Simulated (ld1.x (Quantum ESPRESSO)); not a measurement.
## Configuration tests for oxygen (O) (ultrasoft)

```
Element                 : oxygen
Generator               : ld1.x (Quantum ESPRESSO) 7.5
Type                    : ultrasoft
Functional              : PBE
Relativity              : non-relativistic
Frozen core             : [He]
Valence charge          : 6
Reference configuration : 2s1.75 2p4.25
Partial waves           : 2s (bound): rcut 0.55, rcutus 0.70 bohr; 2s channel at 1.2 Ry: rcut 0.55, rcutus 0.70 bohr; 2p (bound): rcut 1.30, rcutus 1.75 bohr; 2p channel at 1.25 Ry: rcut 1.30, rcutus 1.75 bohr; 3d channel at 0.1 Ry: rcut 1.30, rcutus 1.60 bohr
Local potential         : all-electron potential smoothed inside 0.70 bohr (lloc = -1)
Core correction         : none
Augmentation charge     : built from norm-conserving waves at rcut, not smoothed further
```

Energies are relative to the spin-unpolarised reference configuration 2s1.75 2p4.25; without spin polarisation the order of configurations can differ from experiment. The frozen-core shift is the all-electron ΔE with the core orbitals held at their reference shape minus the fully relaxed ΔE.

Its overlap operator is not positive definite in a basis up to 400 Ry (lowest eigenvalue p -1.35, d -10.41), so the file is unfit for use: the generalised eigenproblem breaks down once the basis is large enough, and its test numbers describe a broken file.

```tsv
valence configuration	charge	ΔE all-electron (eV)	error AE − PS (meV)	frozen-core shift (meV)
2s2 2p4	0	-3.721	+2.7	0.0
2s2 2p3	+1	12.719	-17	+0.1
2s2 2p2	+2	46.312	+42	+1.1
2s2 2p1	+3	100.184	+845	+6.1
2s2 2p4.3	-0.3	-5.845	-5.9	0.0
2s2 2p3.5	+0.5	2.569	+3.1	0.0
2s0 2p6	0	26.108	+149	+1.2
```

Levels in the configuration 2s2 2p4.3:

```csv
level,all-electron (eV),pseudo (eV)
2s,-19.935,-19.897
2p,-5.197,-5.160
```

The ghost test of this file was not conclusive.
